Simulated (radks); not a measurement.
Results of a calculation; reference values are marked as such.
Excited configurations of Nd XXX: one electron is placed in a higher orbital outside [Ar] 3d10 4s2. The ground configuration is [Ar] 3d10 4s2 4p1. Code: a radial shooting solver on a logarithmic mesh with Libxc functionals. Model: scalar-relativistic Kohn-Sham, PBEsol, spin-unpolarised, spherical densities, finite nucleus; Fermi nuclear charge, rms radius 4.9123 fm. Excitation = E - E(ground); binding = E(ion) - E, where the ion is the core of charge +30; n* = 30/sqrt(2 binding) in atomic units. These energies are relativistic, and a one-electron ion of charge +30 with no core already has n* below n in this formula (scalar-relativistic equation, point nucleus: 5s 4.979, 5p 4.988, 5d 4.994, 5f 4.997, 6p 5.987, 7p 6.987, 7d 6.993). The quantum defect is therefore taken as that value minus n*, so that it holds no relativistic shift of the bare ion.

| outer orbital | excitation (eV) | binding (eV) | n* | quantum defect | eigenvalue (eV) | <r> (bohr) |
|---|---|---|---|---|---|---|
| 5s | 399.03 | 672.49 | 4.267 | 0.712 | -661.54 | 0.9168 |
| 5p | 439.31 | 632.21 | 4.401 | 0.587 | -621.65 | 0.9440 |
| 5d | 494.29 | 577.23 | 4.606 | 0.388 | -566.86 | 0.9686 |
| 5f | 547.26 | 524.27 | 4.833 | 0.164 | -513.50 | 0.9631 |
| 6p | 652.00 | 419.52 | 5.403 | 0.584 | -412.89 | 1.435 |
| 7p | 772.78 | 298.75 | 6.402 | 0.584 | -294.31 | 2.025 |
| 7d | 790.79 | 280.74 | 6.604 | 0.389 | -276.39 | 2.089 |

The Delta-SCF ionisation energy is 1071.5 eV (NIST Atomic Spectra Database: 1092 eV, theoretical). Self-interaction in the functional shifts the binding energies and quantum defects, so they are the method's values and not measured ones. Spin polarisation and multiplet splitting are left out, so open shells lie too high by an amount that depends on their filling. Spin-orbit splitting is averaged out at the scalar-relativistic level.

Beside tabulated values, note that spin-unpolarised runs miss the spin-polarisation part of the exchange energy of open shells.
